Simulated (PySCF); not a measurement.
CH5NO3Si3

CH5NO3Si3 is a molecule, neutral, singlet. The structure, one conformer, was relaxed in the gas phase by PBE0-D3(BJ)/def2-SVP. No frequency run checks that it is a minimum.

SMILES: N#C[SiH]1O[SiH2]O[SiH2]O1

| atom | x (Å) | y (Å) | z (Å) |
| --- | --- | --- | --- |
| O1 | -0.622 | -1.194 | 0.635 |
| Si2 | -1.747 | -0.630 | -0.468 |
| O3 | -1.235 | 0.880 | -0.938 |
| Si4 | 0.051 | 1.844 | -0.514 |
| O5 | 0.960 | 0.971 | 0.586 |
| Si6 | 0.834 | -0.586 | 1.112 |
| C7 | 2.165 | -1.572 | 0.266 |
| N8 | 2.999 | -2.192 | -0.248 |
| H9 | -3.062 | -0.533 | 0.210 |
| H10 | -1.782 | -1.534 | -1.643 |
| H11 | 0.872 | 2.136 | -1.713 |
| H12 | -0.437 | 3.078 | 0.150 |
| H13 | 1.015 | -0.686 | 2.572 |

Shieldings: GIAO PBE0/pcSseg-1. Shifts are against computed references at the same level: C TMS (σ 184.4 ppm), H TMS (σ 31.27 ppm), Si TMS (σ 352.0 ppm). Core levels by delta-SCF with SCAN, pcX-2 on the ionised atom and pcseg-1 elsewhere, spin-free X2C (2p3/2 is the spin-free 2p value less a third of a first-order spin-orbit splitting); from the vacuum level, for chosen atoms.

Question: Give the NMR and core-level values of the distinct atoms.

Answer: 
| atoms | bonded to | σ (ppm) | δ (ppm) | core level (eV) |
| --- | --- | --- | --- | --- |
| O1 O5 | 2 Si | 242.3 | - | 1s 538.65 |
| Si2 Si4 | 2 O + 2 H | 381.6 | -29.6 | 2p3/2 108.68 |
| O3 | 2 Si | 250.5 | - | 1s 538.52 |
| Si6 | 1 C + 2 O + 1 H | 418.5 | -66.5 | 2p3/2 109.08 |
| C7 | 1 N + 1 Si | 57.8 | 126.6 | 1s 291.99 |
| N8 | 1 C | -94.5 | - | - |
| H9 H12 | 1 Si | 26.05 | 5.22 | - |
| H10 H11 | 1 Si | 25.98 | 5.29 | - |
| H13 | 1 Si | 26.50 | 4.77 | - |

Values are those of this one static structure; atoms that internal rotation interchanges would show their mean in an NMR spectrum.

The core-hole state of C7 is spin-contaminated (⟨S²⟩ 0.83 against 0.75 for a pure doublet), so that value and differences from it are less sure.

Question: Which of Si2, Si6 holds its core electrons tightest, and by how much against the loosest?

Answer: Si6 (bonded to 1 C + 2 O + 1 H), by 0.41 eV over Si2 (bonded to 2 O + 2 H).

Question: By CAM-B3LYP/def2-SVPD (TDDFT singlets, Tamm-Dancoff triplets, ionisation by delta-SCF), where does absorption start, and what does vertical ionisation take?

Answer: The first singlet with intensity lies at 7.56 eV (f 0.009); what lies below it is dark. The lowest singlet lies at 6.96 eV (f 0.000), the strongest of the first 6 at 7.56 eV (f 0.009), the lowest triplet at 5.73 eV; vertical ionisation takes 11.19 eV.

The 3 runs behind this took 3.8 min in all, one thread each of Intel Xeon 6975P-C on a shared host, launched as `OMP_NUM_THREADS=1 python cluster_run.py task.json out`.
